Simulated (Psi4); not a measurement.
CH₂O, charge +1, doublet, at a GFN2-xTB geometry (a state made from the parent by changing its charge; the spin is typed, not shown lowest); Psi4 with PBE0/3-21G.

Here is a job for Psi4.
```
memory 2 GB

molecule {
1 2
  O    -0.03282624    0.01563423    0.66000056
  C     0.02426403   -0.01155629   -0.48784984
  H     0.03481101    0.87705073   -1.19906748
  H     0.08221469   -0.93278685   -1.15383796
}

set basis 3-21g
set reference uks
set dft_radial_scheme mura

energy('pbe0')
print_variables()
```

**Question.** What does Psi4 print? Leave out banner, timings and long lists.

**Answer.** 
```
   => Loading Basis Set <=

    Name: 3-21G
    Role: ORBITAL
    Keyword: BASIS

         ---------------------------------------------------------
                                   SCF
               by Justin Turney, Rob Parrish, Andy Simmonett
                          and Daniel G. A. Smith
                              UKS Reference
         ---------------------------------------------------------

  ==> Geometry <==

    Molecular point group: c1
    Full point group: C1

    Geometry (in Angstrom), charge = 1, multiplicity = 2:

       Center              X                  Y                   Z               Mass
    ------------   -----------------  -----------------  -----------------  -----------------
         O           -0.583043020601     0.013799368542     0.000000000154    15.994914619570
         C            0.566226001526    -0.013401345890     0.000000000154    12.000000000000
         H            1.277105428233     0.875538835963     0.000000000154     1.007825032230
         H            1.234254415778    -0.934977299030    -0.000000004442     1.007825032230

  Running in c1 symmetry.

  Rotational constants: A =     10.19984  B =      1.35188  C =      1.19367 [cm^-1]
  Rotational constants: A = 305783.49881  B =  40528.36094  C =  35785.38724 [MHz]
  Nuclear repulsion =   32.096453107629564

  Charge       = 1
  Multiplicity = 2
  Electrons    = 15
  Nalpha       = 8
  Nbeta        = 7

  ==> Algorithm <==

  SCF Algorithm Type is DF.
  DIIS enabled.
  MOM disabled.
  Fractional occupation disabled.
  Guess Type is SAD.
  Energy threshold   = 1.00e-06
  Density threshold  = 1.00e-06
  Integral threshold = 1.00e-12

  ==> Primary Basis <==

  Basis Set: 3-21G
    Blend: 3-21G
    Number of shells: 14
    Number of basis functions: 22
    Number of Cartesian functions: 22
    Spherical Harmonics?: false
    Max angular momentum: 1

  ==> DFT Potential <==

   => LibXC <=

    Version 7.1.2
    S. Lehtola, C. Steigemann, M. J. T. Oliveira, and M. A. L. Marques,  SoftwareX 7, 1–5 (2018) (10.1016/j.softx.2017.11.002)

   => Composite Functional: PBE0 <=

    PBE0 Hyb-GGA Exchange-Correlation Functional

    C. Adamo and V. Barone,  J. Chem. Phys. 110, 6158 (1999) (10.1063/1.478522)
    M. Ernzerhof and G. E. Scuseria,  J. Chem. Phys. 110, 5029 (1999) (10.1063/1.478401)

    Deriv               =              1
    GGA                 =           TRUE
    Meta                =          FALSE

    Exchange Hybrid     =           TRUE
    MP2 Hybrid          =          FALSE

   => Exchange Functionals <=

    0.7500   Perdew, Burke & Ernzerhof

   => Exact (HF) Exchange <=

    0.2500               HF

   => Correlation Functionals <=

    1.0000   Perdew, Burke & Ernzerhof

   => LibXC Density Thresholds  <==

    XC_HYB_GGA_XC_PBEH:  1.00E-15

   => Molecular Quadrature <=

    Radial Scheme          =           MURA
    Pruning Scheme         =           NONE
    Nuclear Scheme         =       TREUTLER

    Blocking Scheme        =         OCTREE
    BS radius alpha        =              1
    Pruning alpha          =              1
    Radial Points          =             75
    Spherical Points       =            302
    Total Points           =          87134
    Total Blocks           =            704
    Max Points             =            255
    Max Functions          =             22
    Weights Tolerance      =       1.00E-15

   => Loading Basis Set <=

    Name: (3-21G AUX)
    Role: JKFIT
    Keyword: DF_BASIS_SCF

  ==> Integral Setup <==

  SCF_SUBTYPE=INCORE selected. In-core MEM_DF algorithm will be used.
  Using in-core AOs.

  ==> MemDFJK: Density-Fitted J/K Matrices <==

    J tasked:                   Yes
    K tasked:                   Yes
    wK tasked:                   No
    Algorithm:                 Core
    Schwarz Cutoff:           1E-12
    Mask sparsity (%):       0.0000
    Fitting Condition:        1E-10

   => Auxiliary Basis Set <=

  Basis Set: (3-21G AUX)
    Blend: DEF2-UNIVERSAL-JKFIT
    Number of shells: 62
    Number of basis functions: 222
    Number of Cartesian functions: 222
    Spherical Harmonics?: false
    Max angular momentum: 4

  Minimum eigenvalue in the overlap matrix is 4.3513124014E-02.
  Reciprocal condition number of the overlap matrix is 1.2574538303E-02.
    Using symmetric orthogonalization.

  ==> Pre-Iterations <==

  SCF Guess: Superposition of Atomic Densities via on-the-fly atomic UHF (no occupation information).

   -------------------------
    Irrep   Nso     Nmo
   -------------------------
     A         22      22
   -------------------------
    Total      22      22
   -------------------------

  ==> Iterations <==

                           Total Energy        Delta E     RMS |[F,P]|

   @DF-UKS iter SAD:  -113.40606501950582   -1.13406e+02   0.00000e+00
   @DF-UKS iter   1:  -113.31682619515647    8.92388e-02   6.28971e-03 DIIS/ADIIS
   @DF-UKS iter   2:  -113.30382531470926    1.30009e-02   1.18729e-02 DIIS/ADIIS
   @DF-UKS iter   3:  -113.33023953973857   -2.64142e-02   8.05181e-04 DIIS/ADIIS
   @DF-UKS iter   4:  -113.33071572624058   -4.76187e-04   2.76020e-04 DIIS/ADIIS
   @DF-UKS iter   5:  -113.33081408699954   -9.83608e-05   1.50194e-04 DIIS/ADIIS
   @DF-UKS iter   6:  -113.33083070844411   -1.66214e-05   5.22130e-05 DIIS
   @DF-UKS iter   7:  -113.33083352332800   -2.81488e-06   2.34562e-05 DIIS
   @DF-UKS iter   8:  -113.33083411509304   -5.91765e-07   3.87323e-06 DIIS
   @DF-UKS iter   9:  -113.33083413804513   -2.29521e-08   1.06466e-06 DIIS
   @DF-UKS iter  10:  -113.33083413885358   -8.08441e-10   2.08993e-07 DIIS
  Energy and wave function converged.

  ==> Post-Iterations <==

   Electrons on quadrature grid:
      Nalpha   =    8.0000003930 ; deviation = 3.930e-07
      Nbeta    =    7.0000004807 ; deviation = 4.807e-07
      Ntotal   =   15.0000008737 ; deviation = 8.737e-07

   @Spin Contamination Metric:   9.695810256E-03
   @S^2 Expected:                7.500000000E-01
   @S^2 Observed:                7.596958103E-01
   @S   Expected:                5.000000000E-01
   @S   Observed:                5.000000000E-01

    Orbital Energies [Eh]
    ---------------------

    Alpha Occupied:

       1A    -19.614686     2A    -10.646807     3A     -1.579646
       4A     -1.013027     5A     -0.919100     6A     -0.868156
       7A     -0.829010     8A     -0.690500

    Alpha Virtual:

       9A     -0.373416    10A     -0.170756    11A     -0.104973
      12A     -0.030464    13A      0.372133    14A      0.445690
      15A      0.513329    16A      0.593244    17A      0.643458
      18A      0.999148    19A      1.128239    20A      1.183450
      21A      1.233043    22A      2.595613

    Beta Occupied:

       1A    -19.593829     2A    -10.649032     3A     -1.538568
       4A     -0.986295     5A     -0.847174     6A     -0.839671
       7A     -0.809855

    Beta Virtual:

       8A     -0.503233     9A     -0.367763    10A     -0.146845
      11A     -0.069110    12A     -0.021716    13A      0.366869
      14A      0.461691    15A      0.523717    16A      0.632086
      17A      0.681091    18A      1.001896    19A      1.149410
      20A      1.197864    21A      1.313023    22A      2.634926

    Final Occupation by Irrep:
              A
    DOCC [     7 ]
    SOCC [     1 ]
    NA   [     8 ]
    NB   [     7 ]

  @DF-UKS Final Energy:  -113.33083413885358

   => Energetics <=

    Nuclear Repulsion Energy =             32.0964531076295643
    One-Electron Energy =                -211.7710217797935002
    Two-Electron Energy =                  77.0645789154564227
    DFT Exchange-Correlation Energy =     -10.7208443821460744
    Empirical Dispersion Energy =           0.0000000000000000
    VV10 Nonlocal Energy =                  0.0000000000000000
    Total Energy =                       -113.3308341388535752

  UHF NO Occupations:
  HONO-2 :    6  A 1.9981429
  HONO-1 :    7  A 1.9978893
  HONO-0 :    8  A 1.0000000
  LUNO+0 :    9  A 0.0021107
  LUNO+1 :   10  A 0.0018571
  LUNO+2 :   11  A 0.0006960
  LUNO+3 :   12  A 0.0001650

Computation Completed

Properties will be evaluated at   0.000000,   0.000000,   0.000000 [a0]

Properties computed using the SCF density matrix

 Multipole Moments:

 ------------------------------------------------------------------------------------
     Multipole            Electronic (a.u.)      Nuclear  (a.u.)        Total (a.u.)
 ------------------------------------------------------------------------------------

 L = 1.  Multiply by 2.5417464519 to convert [e a0] to [Debye]
 Dipole X            :         -0.7909724            2.3515217            1.5605493
 Dipole Y            :          0.0187206           -0.0556554           -0.0369348
 Dipole Z            :          0.0000000           -0.0000000           -0.0000000
 Magnitude           :                                                    1.5609864

 ------------------------------------------------------------------------------------

  Variable Map:
  ----------------------------------------------------------------------------
  "CURRENT ENERGY"              =>    -113.330834138854
  "CURRENT REFERENCE ENERGY"    =>    -113.330834138854
  "DD SOLVATION ENERGY"         =>       0.000000000000
  "DFT FUNCTIONAL TOTAL ENERGY" =>    -113.330834138854
  "DFT TOTAL ENERGY"            =>    -113.330834138854
  "DFT VV10 ENERGY"             =>       0.000000000000
  "DFT XC ENERGY"               =>     -10.720844382146
  "GRID ELECTRONS ALPHA"        =>       8.000000392981
  "GRID ELECTRONS BETA"         =>       7.000000480736
  "GRID ELECTRONS TOTAL"        =>      15.000000873717
  "NUCLEAR REPULSION ENERGY"    =>      32.096453107630
  "ONE-ELECTRON ENERGY"         =>    -211.771021779794
  "PCM POLARIZATION ENERGY"     =>       0.000000000000
  "PE ENERGY"                   =>       0.000000000000
  "SCF ITERATION ENERGY"        =>    -113.330834138854
  "SCF ITERATIONS"              =>      10.000000000000
  "SCF TOTAL ENERGY"            =>    -113.330834138854
  "TWO-ELECTRON ENERGY"         =>      77.064578915456
  "XC GRID RADIAL POINTS"       =>      75.000000000000
  "XC GRID SPHERICAL POINTS"    =>     302.000000000000
  "XC GRID TOTAL POINTS"        =>   87134.000000000000

  Array Variable Map:
  ----------------------------------------------------------------------------
  "CURRENT DIPOLE"              =>       1.560549333504 ... -0.000000001964 1 by 3
  "SCF DIPOLE"                  =>       1.560549333504 ... -0.000000001964 1 by 3
  "SCF TOTAL ENERGIES"          =>    -113.406065019506 ... -113.330834138854 1 by 11
```
